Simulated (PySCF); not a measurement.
PySCF job for C3H9Si, SMILES C[Si](C)C, multiplicity 2, B3LYP/pcH-1. The structure is a stationary point at r2SCAN-D4/def2-SVP.

```python
import numpy as np
from pyscf import gto, scf, dft
from pyscf.prop.hfc import uks as hfc

mol = gto.M(
    atom='''
    Si    0.00000000    0.00000000    0.42827062
    C    -1.54983022   -0.89479490   -0.17707411
    C     1.54983022   -0.89479490   -0.17707411
    C    -0.00000000    1.78958979   -0.17707411
    H    -1.57905752   -0.91166928   -1.28230264
    H    -1.57842461   -1.93901006    0.17307554
    H    -2.46844428   -0.39745077    0.17307554
    H     1.57842460   -1.93901006    0.17307555
    H     2.46844428   -0.39745078    0.17307554
    H     1.57905752   -0.91166929   -1.28230264
    H     0.89001967    2.33646083    0.17307554
    H    -0.89001966    2.33646083    0.17307554
    H     0.00000000    1.82333857   -1.28230265
    ''',
    basis='pcH-1',
    charge=0,
    spin=1,
    max_memory=1600,
    verbose=3,
)
mf = dft.UKS(mol, xc='b3lyp').density_fit(auxbasis='def2-universal-jkfit')
mf.grids.level = 3
mf.conv_tol = 1e-10
mf.max_cycle = 100
mf.kernel()
fine, coarse = mf.grids, dft.Grids(mol).set(level=1).build(with_non0tab=True)
for _ in range(3):  # follow internal instabilities
    mf.grids = coarse
    mo, _, stable, _ = mf.stability(return_status=True, nroots=4)
    mf.grids = fine
    if stable:
        break
    mf.kernel(mf.make_rdm1(mo, mf.mo_occ))
A = hfc.HFC(mf).make_fcdip(mf.make_rdm1())  # Fermi contact and dipolar terms, MHz
print('atom   A(iso)/MHz   principal dipolar parts/MHz')
for i, a in enumerate(A):
    w = np.linalg.eigvalsh((a + a.T) / 2)
    print(f'{mol.atom_symbol(i):2s}{i + 1:3d} {w.mean():12.2f}', (w - w.mean()).round(2))
```

It prints:

```

WARN: HOMO -0.161091809546562 >= LUMO -0.161091809546591

converged SCF energy = -409.241123903649  <S^2> = 0.7512037  2S+1 = 2.0012033
<class 'pyscf.df.df_jk.DFUKS'> wavefunction is stable in the internal stability analysis
atom   A(iso)/MHz   principal dipolar parts/MHz
Si  1      -482.71 [-165.91   82.95   82.95]
C   2        34.20 [-4.09 -3.85  7.94]
C   3        34.20 [-4.09 -3.85  7.94]
C   4        34.19 [-4.09 -3.85  7.94]
H   5        57.72 [-3.78 -0.21  3.99]
H   6         1.70 [-4.29 -2.52  6.8 ]
H   7         1.70 [-4.29 -2.52  6.8 ]
H   8         1.70 [-4.29 -2.52  6.8 ]
H   9         1.70 [-4.29 -2.52  6.8 ]
H  10        57.72 [-3.78 -0.21  3.99]
H  11         1.70 [-4.29 -2.52  6.8 ]
H  12         1.70 [-4.29 -2.52  6.8 ]
H  13        57.72 [-3.78 -0.21  3.99]
```

The calculation finished and met its thresholds.
